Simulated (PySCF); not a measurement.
From one molecule to another.

First species: C5H4O2S.
SMILES: `O=c1ccsc(O)c1`

Second species: TiFCl3 (singlet state).
Z-matrix (Å and degrees, PBE0-D3(BJ)/def2-SVP geometry), rows numbered from 1:
```
Ti
F   1  1.7156
Cl  1  2.1560  2  108.95
Cl  1  2.1600  2  109.76  3  -119.80
Cl  1  2.1595  2  109.84  3   119.59
```

Levels: CAM-B3LYP/def2-SVPD for dipole moment, HOMO energy, LUMO energy, HOMO–LUMO gap, static isotropic polarisability and electronic spatial extent ⟨r²⟩ about the centre of nuclear charge; TDDFT CAM-B3LYP/def2-SVPD for lowest singlet excitation. Geometries: PBE0-D3(BJ)/def2-SVP. Each structure is a single optimised conformer of the isolated species, non-relativistic unless stated. Electronic properties by PySCF.

Dipoles, sizes and rotational constants follow the conformer. The torsions of the flexible species, by atom-mapped SMILES:
- `[O:1]=[c:2]1[cH:3][cH:4][s:5][c:6]([OH:7])[cH:8]1`: H–O7–C6–S5 180°

```json
{"property": "dipole moment", "column X": "0.18 D", "column Y": "3.37 D"}
{"property": "HOMO energy", "column X": "-11.04 eV", "column Y": "-8.23 eV"}
{"property": "LUMO energy", "column X": "-2.87 eV", "column Y": "-0.49 eV"}
{"property": "HOMO–LUMO gap", "column X": "8.17 eV", "column Y": "7.74 eV"}
{"property": "lowest singlet excitation", "column X": "4.49 eV", "column Y": "4.15 eV"}
{"property": "static isotropic polarisability", "column X": "77.7 au", "column Y": "85.6 au"}
{"property": "electronic spatial extent ⟨r²⟩ about the centre of nuclear charge", "column X": "1060 bohr²", "column Y": "1044 bohr²"}
```

(1) Which column belongs to which species?

(2) How does each property change from the first species to the second?

Answers

(1) Column X is the second species and column Y the first. The first has 12 atoms and 66 electrons, the second 5 and 82.

(2) dipole moment -3.19 D; HOMO energy -2.81 eV; LUMO energy -2.38 eV; HOMO–LUMO gap +0.43 eV; lowest singlet excitation +0.34 eV; static isotropic polarisability -7.9 au; electronic spatial extent ⟨r²⟩ about the centre of nuclear charge +16 bohr².

On the first: S1 lies 3.59 eV below the HOMO–LUMO gap; its leading configuration is HOMO−1→LUMO, weight 0.94. The polarisability is 12.69 Å³ as a volume (1 au = 0.148185 Å³), or 1.30 au for each of the 66 electrons.

On the second: A dipole of 0.18 D is allowed in C3v, and pure rotational transitions are dipole-allowed. S1 lies 3.68 eV below the HOMO–LUMO gap.
